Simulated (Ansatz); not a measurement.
CH8AlBOSi can be A, `[BH2][AlH][O][SiH2]C`, or B, `CO[B]([AlH2])[SiH3]`.

Gas-phase electronic energies from Ansatz, PBE0-D4/def2-TZVP geometries. CCSD(T)/CBS is the MP2 limit (def2-TZVPP, def2-QZVPP) plus CCSD(T) − MP2 in def2-TZVPP, frozen cores. Functionals use def2-TZVPP. B3LYP here is the variant with VWN-RPA as its local correlation; programs differ in this. Each species was taken in one conformer, which may not be the lowest.

(1) Which is lower in electronic energy at CCSD(T)/CBS, and by how much? (Best estimate.)

(2) Give E(B) − E(A) in kJ/mol with CCSD/def2-TZVPP, r2SCAN-D4, ωB97M-V, B3LYP, B3LYP-D4, CCSD(T)/def2-TZVPP, MP2/def2-TZVPP. (Best estimate.)

Largest T1 diagnostic: 0.015.

Results:

(1) The calculation gave: A, by 234.3 kJ/mol.

(2) Ansatz gave: CCSD/def2-TZVPP 236.8, r2SCAN-D4 221.4, ωB97M-V 229.3, B3LYP 222.7, B3LYP-D4 220.1, CCSD(T)/def2-TZVPP 228.6, MP2/def2-TZVPP 246.3. None reverses the order clearly.

From PBE to PBE0 (25 % exact exchange), in def2-TZVPP and without D4, E(B) − E(A) moves by +19.7 kJ/mol. In def2-TZVPP, CCSD(T) changes the Hartree–Fock value by −34.0 kJ/mol (the triples alone add −8.2 kJ/mol) and MP2 by −16.3 kJ/mol.
